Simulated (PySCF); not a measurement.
C2H6FNOSi (SMILES C=C[Si](N)(O)F), singlet, geometry from GFN2-xTB. Base run: HF/6-31G, polarisability in PySCF.

Input for PySCF:
```python
from pyscf import gto, scf
from pyscf.prop import polarizability

mol = gto.M(
    atom='''
C     2.26828637   -0.16926553    0.99428596
C     1.45041006   -0.52835949    0.01794842
Si   -0.33954039    0.00629151   -0.15932796
N    -0.59233750    1.46808897    0.70725835
O    -1.44814340   -1.09301857    0.27869497
F    -0.65344004    0.11894460   -1.73986948
H     1.94831851    0.48867986    1.78575459
H     3.29070913   -0.51132531    1.04840970
H     1.83055357   -1.19030459   -0.75078883
H    -1.53077446    1.82863993    0.77580040
H     0.05793048    2.22551423    0.58531108
H    -1.54288027   -1.34651068    1.19115558
''',
    basis='6-31g',
    verbose=4,
)

mf = scf.RHF(mol)
mf.kernel()
alpha = mf.Polarizability().polarizability()[2, 2]
print('alpha_zz =', alpha)
```

Variants of this job, named by their change:

```tsv
change	alpha_zz (bohr³)	basis functions	core-seconds (rough)
base	40.87	70	2
basis = def2-SVP	43.25	118	10
basis = 6-31G*	42.62	100	7
basis = STO-3G	25.27	40	0.8
functional = pbe	44.76	70	30
finite field (a.u.) = 0.001; conv_tol = 1e-11	40.87	70	3
functional = camb3lyp	42.73	70	50
finite field (a.u.) = 0.02; conv_tol = 1e-11	40.90	70	3
finite field (a.u.) = 0.001; conv_tol = 1e-6	40.84	70	2
functional = pbe0	43.16	70	30
basis = cc-pVDZ	44.14	118	10
finite field (a.u.) = 2e-4; conv_tol = 1e-11	40.87	70	2
```

Finite-field rows take the second difference of the energy in a field along z; a small field with loose convergence shows SCF noise divided by the square of the field, and a large one adds hyperpolarisability.
